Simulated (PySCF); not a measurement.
## Electronic structure of Zn²⁺ (zinc, charge +2) at the UHF level

Configuration: [Ar] 3d9 4p1, one real determinant (an excited configuration). Calculation: PySCF 2.14, in aug-cc-pVQZ-PP with ECP10MDF (7s7p6d4f3g2h, 135 functions); scalar relativity through the core potential.

```
Total energy                                                  : -224.497176 hartree
One-electron energy                                           : -386.7648 hartree
Hartree (Coulomb) energy                                      : 181.4417 hartree
Exchange energy                                               : -19.1741 hartree
⟨S²⟩                                                          : 2.0011
⟨L²⟩                                                          : 8.014
Sum of ⟨r⟩                                                    : 15.60 bohr
Sum of ⟨r²⟩                                                   : 19.90 bohr²
Traceless quadrupole moment −½Σ⟨3z² − r²⟩ along its main axis : -2.90 e·bohr²
Time after the integrals                                      : roughly 9 core-seconds
```

| shell | electrons | mean orbital energy (eV) | spread (eV) | rms radius, mean of both spins (bohr) |
| --- | --- | --- | --- | --- |
| 3s α | 1 | -192.16 | 0 | 0.729 |
| 3s β | 1 | -188.52 | 0 | 0.729 |
| 3p α | 3 | -139.71 | 2.821 | 0.767 |
| 3p β | 3 | -135.41 | 2.679 | 0.767 |
| 3d α | 5 | -52.549 | 2.926 | 0.916 |
| 3d β | 4 | -50.702 | 1.517 | 0.916 |
| 4p α | 1 | -21.768 | 0 | 2.79 |

⟨L²⟩ = 8.01 against 12 for a pure F term, so this real determinant mixes terms. Energies and moments cover only the electrons outside the core potential.
